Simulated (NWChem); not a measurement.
# Total energies of trimethylsulfonium (C$_{3}$H$_{9}$S (+1))

SMILES: C[S+](C)C
```xyz
13

C     -0.0049    -0.8600     1.4183
S     -0.4903     0.1607     0.0000
C     -0.0049    -0.8600    -1.4183
C      0.7603     1.4741     0.0000
H      1.0577    -1.1602     1.3418
H     -0.6727    -1.7430     1.4255
H     -0.1877    -0.2572     2.3287
H      1.0577    -1.1602    -1.3418
H     -0.1877    -0.2572    -2.3287
H     -0.6727    -1.7430    -1.4255
H      1.7806     1.0449     0.0000
H      0.5833     2.0901    -0.9026
H      0.5833     2.0901     0.9026
```
Charge +1, spin multiplicity 1.

Program: NWChem. The geometry was optimised at PBE/def2-SVP, a minimum by its harmonic frequencies.

Basis set: cc-pVDZ (105 functions).

```csv
method,total energy (Ha),relative cost
RHF,-516.13536,1
MP2,-516.70740,3
B2PLYP,-517.37440,4
PBE,-517.31715,under 3
B3LYP,-517.68520,under 3
LDA (SVWN5),-515.13350,under 3
```

Total energies of different functionals aren't comparable as a measure of quality: only differences taken within one method are. The cost column gives rough processor time relative to RHF; each entry includes its own SCF.

The correlated methods keep 8 core orbitals frozen. B3LYP has NWChem's definition, with VWN1-RPA local correlation.
